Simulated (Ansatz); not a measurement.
`[TeH][SiH]1CO1`. The species carries charge 0 and has multiplicity 1. Correlated methods include outer-core shells of Te, which these sets cover unevenly. Te: def2 effective core potential.

Z-matrix (Å, degrees):
```
Si
C 1 1.804
O 1 1.657 2 50.5
Te 1 2.464 2 125.2 3 102.3
H 1 1.480 2 122.9 3 -99.7
H 2 1.088 1 121.3 3 -99.7
H 2 1.088 1 122.7 3 99.1
H 4 1.657 1 90.8 2 -13.9
```

Question: Give the diagnostics of a CCSD(T)/def2-TZVPP run (frozen core, Ansatz 0.2.0). (Best estimate.)

Answer: The calculation gave: T1 = 0.0129, largest single amplitude 0.019, largest double 0.037, (T) share of the correlation energy 3.4 %, 10 CCSD cycles. The RHF solution is stable towards an unrestricted one. T1 lies under the customary mark of 0.02 for closed shells.
